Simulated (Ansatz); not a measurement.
## Nudged elastic band run: H₆O₂Sn

input.yaml

```yaml
crystal:
  periodic: [false, false, false]
  atoms:
    - { symbol: Sn, position_ang: [-0.074708, -0.404001, -0.061745] }
    - { symbol: H, position_ang: [-0.301246, -1.027007, 1.500744] }
    - { symbol: H, position_ang: [1.542752, -0.324491, -0.576592] }
    - { symbol: O, position_ang: [-0.816618, 1.44392, -0.145256] }
    - { symbol: H, position_ang: [-1.627158, 1.571002, -0.61249] }
    - { symbol: H, position_ang: [-1.017675, -1.283257, -1.197297] }
    - { symbol: O, position_ang: [1.073335, 1.839049, 1.762401] }
    - { symbol: H, position_ang: [1.817321, 2.32577, 1.44218] }
    - { symbol: H, position_ang: [0.326898, 2.153317, 1.260854] }
basis:
  gaussian: { orbitals: def2-SVP }
hamiltonian:
  xc: hf
neb:
  order_check: false
  images: 4
  f_tol: 0.03
  max_iterations: 60
  climbing: false
  final_atoms:
    - { symbol: Sn, position_ang: [0.41171793, 0.2124589, -0.87120561] }
    - { symbol: H, position_ang: [-0.56714916, 0.83595576, 3.96425963] }
    - { symbol: H, position_ang: [1.69626855, 0.33484812, -1.97404319] }
    - { symbol: O, position_ang: [-0.87197211, 1.57899677, -1.4443132] }
    - { symbol: H, position_ang: [-1.65518979, 1.7120758, -0.93251145] }
    - { symbol: H, position_ang: [-0.33365403, -1.30245732, -0.69827694] }
    - { symbol: O, position_ang: [0.99833825, 0.68512047, 0.94334234] }
    - { symbol: H, position_ang: [1.45820578, 1.50025886, 1.07311947] }
    - { symbol: H, position_ang: [-0.21366441, 0.73704463, 3.31242793] }
  initial_path:
    images:
      - { positions_ang: [[-0.074708, -0.404001, -0.061745], [-0.301246, -1.027007, 1.500744], [1.542752, -0.324491, -0.576592], [-0.816618, 1.44392, -0.145256], [-1.627158, 1.571002, -0.61249], [-1.017675, -1.283257, -1.197297], [1.073335, 1.839049, 1.762401], [1.817321, 2.32577, 1.44218], [0.326898, 2.153317, 1.260854]] }
      - { positions_ang: [[-0.04634191, -0.21977278, -0.07286495], [-0.21207609, -0.69982012, 1.69331389], [1.58810125, -0.16165847, -0.59035864], [-0.83532811, 1.56717619, -0.31177553], [-1.70351697, 1.57431608, -0.70445881], [-0.94535959, -1.2714349, -1.06718449], [0.9903232, 1.86139416, 1.41596766], [1.74254557, 2.04536709, 1.46471557], [0.34455365, 1.59873475, 1.5454443]] }
      - { positions_ang: [[-0.01797582, -0.03554456, -0.08398489], [-0.12290619, -0.37263325, 1.88588377], [1.63345051, 0.00117406, -0.60412529], [-0.85403821, 1.69043239, -0.47829505], [-1.77987595, 1.57763015, -0.79642762], [-0.87304418, -1.2596128, -0.93707198], [0.90731141, 1.88373932, 1.06953432], [1.66777013, 1.76496417, 1.48725115], [0.3622093, 1.04415251, 1.8300346]] }
      - { positions_ang: [[0.07930936, 0.08774742, -0.24587701], [-0.17608682, -4.07e-05, 2.3785869], [1.66415382, 0.13304189, -0.88361552], [-0.86510904, 1.71744774, -0.73810649], [-1.78548231, 1.60584492, -0.86043191], [-0.73623998, -1.26345287, -0.83726797], [0.89231206, 1.65295362, 0.90572259], [1.59594709, 1.59986195, 1.41343904], [0.25409682, 0.76089804, 2.24034939]] }
      - { positions_ang: [[0.24551365, 0.15010316, -0.55854131], [-0.37161799, 0.41795753, 3.17142327], [1.68021118, 0.23394501, -1.42882936], [-0.86854057, 1.64822226, -1.09120985], [-1.72033605, 1.65896036, -0.89647168], [-0.53494701, -1.28295509, -0.76777245], [0.94532515, 1.16903704, 0.92453246], [1.52707643, 1.5500604, 1.24327926], [0.0202162, 0.74897133, 2.77638866]] }
      - { positions_ang: [[0.41171793, 0.2124589, -0.87120561], [-0.56714916, 0.83595576, 3.96425963], [1.69626855, 0.33484812, -1.97404319], [-0.87197211, 1.57899677, -1.4443132], [-1.65518979, 1.7120758, -0.93251145], [-0.33365403, -1.30245732, -0.69827694], [0.99833825, 0.68512047, 0.94334234], [1.45820578, 1.50025886, 1.07311947], [-0.21366441, 0.73704463, 3.31242793]] }
```

Run as:

```bash
$ ansatz run input.yaml --threads 2 --pin off --max-ram 3072MiB --backend cpu --events-out ev --progress --plain --runs-dir out
```

Output, in part (warnings, iteration lines, the closing report on the highest movable image, with atoms numbered from 0):

```
NEB end point (image 0): max|allowed force component| = 5.836e-3 eV/Å (the criterion of neb.relax_end_points is 1.000e-2)
NEB end point (image 5): max|allowed force component| = 1.233e-2 eV/Å (the criterion of neb.relax_end_points is 1.000e-2)
NEB iter   1: max|band force component| = 3.057e1 eV/Å  barrier→ = 5.8958 eV  barrier← = 5.4260 eV  Δτ_max = 0.2000 Å  (183 SCF iters)
NEB iter   2: max|band force component| = 1.038e1 eV/Å  barrier→ = 2.5149 eV  barrier← = 2.0451 eV  Δτ_max = 0.2000 Å  (124 SCF iters)
NEB iter   3: max|band force component| = 3.566e0 eV/Å  barrier→ = 2.1771 eV  barrier← = 1.7072 eV  Δτ_max = 0.2000 Å  (132 SCF iters)
NEB iter   4: max|band force component| = 1.471e0 eV/Å  barrier→ = 1.6079 eV  barrier← = 1.1381 eV  Δτ_max = 0.2000 Å  (120 SCF iters)
NEB iter   5: max|band force component| = 1.001e0 eV/Å  barrier→ = 1.3780 eV  barrier← = 0.9082 eV  Δτ_max = 0.2000 Å  (129 SCF iters)
NEB iter   6: max|band force component| = 9.357e-1 eV/Å  barrier→ = 1.3136 eV  barrier← = 0.8438 eV  Δτ_max = 0.1894 Å  (125 SCF iters)
NEB iter   7: max|band force component| = 2.293e0 eV/Å  barrier→ = 1.1193 eV  barrier← = 0.6495 eV  Δτ_max = 0.1019 Å  (123 SCF iters)
NEB iter   8: max|band force component| = 5.987e-1 eV/Å  barrier→ = 1.1124 eV  barrier← = 0.6425 eV  Δτ_max = 0.1903 Å  (133 SCF iters)
NEB iter   9: max|band force component| = 4.741e-1 eV/Å  barrier→ = 1.0387 eV  barrier← = 0.5689 eV  Δτ_max = 0.1467 Å  (134 SCF iters)
NEB iter  10: max|band force component| = 6.298e-1 eV/Å  barrier→ = 1.0028 eV  barrier← = 0.5330 eV  Δτ_max = 0.0761 Å  (120 SCF iters)
NEB iter  11: max|band force component| = 4.050e-1 eV/Å  barrier→ = 0.9939 eV  barrier← = 0.5241 eV  Δτ_max = 0.0759 Å  (117 SCF iters)
NEB iter  12: max|band force component| = 2.984e-1 eV/Å  barrier→ = 0.9545 eV  barrier← = 0.4847 eV  Δτ_max = 0.0765 Å  (111 SCF iters)
NEB iter  13: max|band force component| = 4.587e-1 eV/Å  barrier→ = 0.9604 eV  barrier← = 0.4906 eV  Δτ_max = 0.0385 Å  (107 SCF iters)
NEB iter  14: max|band force component| = 6.185e-1 eV/Å  barrier→ = 0.9625 eV  barrier← = 0.4927 eV  Δτ_max = 0.0193 Å  (109 SCF iters)
NEB iter  15: max|band force component| = 2.588e-1 eV/Å  barrier→ = 0.9575 eV  barrier← = 0.4877 eV  Δτ_max = 0.0383 Å  (109 SCF iters)
NEB iter  16: max|band force component| = 1.327e-1 eV/Å  barrier→ = 0.9442 eV  barrier← = 0.4744 eV  Δτ_max = 0.0382 Å  (118 SCF iters)
NEB iter  17: max|band force component| = 2.225e-1 eV/Å  barrier→ = 0.9466 eV  barrier← = 0.4768 eV  Δτ_max = 0.0191 Å  (122 SCF iters)
NEB iter  18: max|band force component| = 1.025e-1 eV/Å  barrier→ = 0.9519 eV  barrier← = 0.4821 eV  Δτ_max = 0.0382 Å  (119 SCF iters)
NEB iter  19: max|band force component| = 2.618e-1 eV/Å  barrier→ = 0.9642 eV  barrier← = 0.4944 eV  Δτ_max = 0.0192 Å  (128 SCF iters)
NEB iter  20: max|band force component| = 1.006e-1 eV/Å  barrier→ = 0.9615 eV  barrier← = 0.4917 eV  Δτ_max = 0.0382 Å  (132 SCF iters)
NEB iter  21: max|band force component| = 7.264e-2 eV/Å  barrier→ = 0.9633 eV  barrier← = 0.4935 eV  Δτ_max = 0.0381 Å  (127 SCF iters)
NEB iter  22: max|band force component| = 5.848e-2 eV/Å  barrier→ = 0.9690 eV  barrier← = 0.4992 eV  Δτ_max = 0.0381 Å  (131 SCF iters)
NEB iter  23: max|band force component| = 6.517e-2 eV/Å  barrier→ = 0.9735 eV  barrier← = 0.5037 eV  Δτ_max = 0.0191 Å  (130 SCF iters)
NEB iter  24: max|band force component| = 6.214e-2 eV/Å  barrier→ = 0.9742 eV  barrier← = 0.5044 eV  Δτ_max = 0.0191 Å  (131 SCF iters)
NEB iter  25: max|band force component| = 5.286e-2 eV/Å  barrier→ = 0.9747 eV  barrier← = 0.5049 eV  Δτ_max = 0.0191 Å  (132 SCF iters)
NEB iter  26: max|band force component| = 4.273e-2 eV/Å  barrier→ = 0.9743 eV  barrier← = 0.5045 eV  Δτ_max = 0.0191 Å  (142 SCF iters)
NEB iter  27: max|band force component| = 3.407e-2 eV/Å  barrier→ = 0.9750 eV  barrier← = 0.5052 eV  Δτ_max = 0.0191 Å  (141 SCF iters)
NEB iter  28: max|band force component| = 3.024e-2 eV/Å  barrier→ = 0.9760 eV  barrier← = 0.5062 eV  Δτ_max = 0.0191 Å  (141 SCF iters)
NEB iter  29: max|band force component| = 2.897e-2 eV/Å  barrier→ = 0.9761 eV  barrier← = 0.5063 eV  Δτ_max = 0.0000 Å  (370 SCF iters)
Total energy: -9970.02351086 eV, -366.3916060994 hartree
Atom 0 at     0.398936     0.407971    -0.335957 Å, force     0.272366     0.153373    -0.100199 eV/Å
Atom 1 at    -0.920728     0.390859     1.953161 Å, force    -0.196398     0.109227     0.464972 eV/Å
Atom 2 at     1.562174     0.531874    -1.547360 Å, force     0.096798    -0.004985    -0.350551 eV/Å
Atom 3 at    -1.159388     1.440939    -0.920445 Å, force     0.145057     0.041703     0.086593 eV/Å
Atom 4 at    -1.981312     1.402543    -0.454911 Å, force     0.131858    -0.023558     0.046080 eV/Å
Atom 5 at    -0.117232    -1.202260    -0.064017 Å, force     0.138539     0.172252     0.228949 eV/Å
Atom 6 at     1.289766     1.363970     1.173829 Å, force     0.013365    -0.210088    -0.258431 eV/Å
Atom 7 at     2.174547     1.143611     1.428838 Å, force    -0.049432     0.035218    -0.213770 eV/Å
Atom 8 at    -0.323861     0.814795     2.139661 Å, force    -0.552153    -0.273143     0.096358 eV/Å
Dipole moment:     0.158862    -0.506159     0.138625 e Å
```

The forces met the threshold. No image climbed, so the highest image needn't sit at the top of the path. A band with more images between the same ends climbed to 2.35 eV, so this one has probably stepped over the top. The orbitals stay closed-shell, which can raise the energy where a bond breaks towards radicals; this wasn't checked here.

Final band (atoms are numbered from 1 in the order of the input):

```
image  path coordinate (Å)  energy (eV)  Sn1–H2 (Å)  O7–H9 (Å)  Sn1–O7 (Å)
    0                 0.00         0.00        1.70       0.95        3.11
    1                 1.74         0.24        1.70       0.94        3.09
    2                 3.48         0.81        1.75       0.95        2.72
    3                 5.22         0.98        2.64       1.96        2.00
    4                 6.95         0.49        3.98       2.60        1.96
    5                 8.69         0.47        4.97       2.66        1.96
```

Run time: 5.4 min on 2 threads of Intel(R) Xeon(R) Platinum 8259CL CPU @ 2.50GHz (Skylake/Cascade Lake), on a shared host, peak memory 0.19 GiB.
